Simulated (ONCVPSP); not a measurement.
# Configuration tests for Ni (ONCV)

nickel, optimised norm-conserving Vanderbilt (ONCV), made with ONCVPSP 4.0.1 (PBE, scalar-relativistic). Core [Ne], reference 3s2 3p6 3d8 4s2. Waves: 3s+4s: rc 1.50 bohr, ncon 4, nbas 9, qcut 7.8 1/bohr, 2 projectors; 3p: rc 0.80 bohr, ncon 4, nbas 7, qcut 9.5 1/bohr, 2 projectors, debl 3.2 Ha; 3d: rc 0.80 bohr, ncon 4, nbas 9, qcut 18.2 1/bohr, local. Local part: the d channel. Core correction: Teter function, fcfact 3.5, rcfact 1.35.

Energies are relative to the spin-unpolarised reference configuration 3s2 3p6 3d8 4s2; without spin polarisation the order of configurations can differ from experiment.

```tsv
valence configuration	charge	ΔE all-electron (eV)	error AE − PS (meV)
3s2 3p6 3d8 4s1	+1	9.323	-0.5
3s2 3p6 3d8 4s0	+2	26.674	-0.6
3s2 3p6 3d7 4s0	+3	64.140	-12
```

What are ΔE and the potential's error for 3s2 3p6 3d8 4s0 4p2?

ΔE = 9.503 eV all-electron; the error (AE − PS) is -1.1 meV.

Levels in the configuration 3s2 3p6 3d8 4s1:

```tsv
level	all-electron (eV)	pseudo (eV)
3s	-120.168	-120.158
3p	-80.511	-80.508
3d	-17.925	-17.926
4s	-13.184	-13.183
```

Note: no bound ghost flagged; GHOST(+) flagged for s at 104.6 eV.
